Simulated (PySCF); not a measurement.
C3H9ClSi, SMILES C([SiH3])[C@@H](Cl)C. The structure is a stationary point at B3LYP-D3(BJ)/def2-SVP. The structure was generated by enumeration; whether it is a known compound was not checked. Other conformers were not sampled.

Computed equilibrium geometry at B3LYP-D3(BJ)/def2-SVP (PySCF confirms it by a frequency run) as bond lengths and angles (one conformer of several):
Atoms: C1 C2 Cl3 C4 Si5 H6 H7 H8 H9 H10 H11 H12 H13 H14. Bonded distances (Å): C1–C2 1.520, C1–H6 1.103, C1–H7 1.101, C1–H8 1.099, C2–Cl3 1.837, C2–C4 1.523, C2–H9 1.100, C4–Si5 1.900, C4–H10 1.104, C4–H11 1.102, Si5–H12 1.492, Si5–H13 1.491, Si5–H14 1.493. Bond angles (°): C2–C1–H6 110.3, C2–C1–H7 110.6, C2–C1–H8 110.9, H6–C1–H7 108.2, H6–C1–H8 108.2, H7–C1–H8 108.4, C1–C2–Cl3 108.5, C1–C2–C4 114.6, C1–C2–H9 110.1, Cl3–C2–C4 109.2, Cl3–C2–H9 103.8, C4–C2–H9 110.1, C2–C4–Si5 115.4, C2–C4–H10 109.7, C2–C4–H11 109.3, Si5–C4–H10 108.7, Si5–C4–H11 107.0, H10–C4–H11 106.3, C4–Si5–H12 111.7, C4–Si5–H13 108.9, C4–Si5–H14 109.9, H12–Si5–H13 108.7, H12–Si5–H14 108.4, H13–Si5–H14 109.1.
